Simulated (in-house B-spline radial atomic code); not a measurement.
Ionising Tl II (Tl+) with different functionals

Computed with a B-spline radial code for spherical atoms: four-component Dirac-Coulomb Hamiltonian, Fermi nucleus of rms radius 5.4759 fm, spin-restricted, spherical fractional occupations for the functionals, and exact exchange of hybrids averaged over the configuration. The ionisation energy is the difference of two self-consistent energies, [Xe] 4f14 5d10 6s2 → [Xe] 4f14 5d10 6s1, without Breit or QED terms; ε is the level of the shell that loses the electron (mean over j).

```
method                    rung  ΔSCF (eV)  -ε(6s) (eV)
 B97-1           global hybrid      20.38        16.95
  PBE0           global hybrid      20.39        17.16
 HSE06  range-separated hybrid      20.42        16.78
 wB97X  range-separated hybrid      20.18        19.36
```

Question: Among the functionals, which spreads more, the ΔSCF values or the orbital energies?

Answer: The orbital energies: ΔSCF values span about 0.24 eV and the orbital energies 2.57 eV; here energy differences depend much less on the functional than eigenvalues do.

Question: How do they compare with the NIST value?

Answer: NIST lists 20.428 eV (measured, ground level to ground level). Errors run from -0.25 to -0.01 eV; HSE06 is closest (-0.01 eV), but part of that can be cancellation, since the calculations leave out Breit-QED terms, spin polarisation.
